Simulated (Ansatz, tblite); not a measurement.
Cost and result up the ladder for (CuSH)2 ring (Cu₂H₂S₂) (6 atoms). Charge 0, multiplicity 1. Geometry: PBE0-D4/def2-SVP.

```xyz
6

Cu    1.108   -0.160    0.528
S     0.681   -1.281   -1.445
Cu   -0.517    0.627   -0.934
S    -0.050    1.779    1.012
H    -0.211   -2.157   -0.925
H    -1.011    1.191    1.764
```

Ansatz on 4 threads of Arm Neoverse V1 on a shared host; xTB runs through tblite on one thread. Times are rough, summed over both states, and most runs start from the orbitals of an earlier one. PBE0-D4/def2-TZVP serves as the yardstick here, not as an exact answer. The other state is a doublet.

The xTB rows come from tblite.

Raw xTB energies of ions are shifted by several eV.

| level | functions | vertical IE (eV) | difference from PBE0-D4/def2-TZVP (eV) |
| --- | --- | --- | --- |
| GFN1-xTB | 40 | 13.42 | 5.29 |
| GFN2-xTB | 38 | 12.96 | 4.82 |
| r2SCAN-D4/def2-TZVP | 176 | 7.84 | -0.30 |
| PBE0-D4/def2-TZVP (with forces) | 176 | 8.14 | 0.00 |
| PBE-D4/def2-TZVP | 176 | 7.86 | -0.28 |

Task: Estimate how long each takes.

Result: GFN1-xTB 0.01 s; GFN2-xTB 0.01 s; PBE-D4/def2-TZVP 7.7 s; PBE0-D4/def2-TZVP (with forces) 17 s; r2SCAN-D4/def2-TZVP 21 s. On shared hardware such times vary by a factor of up to 3.
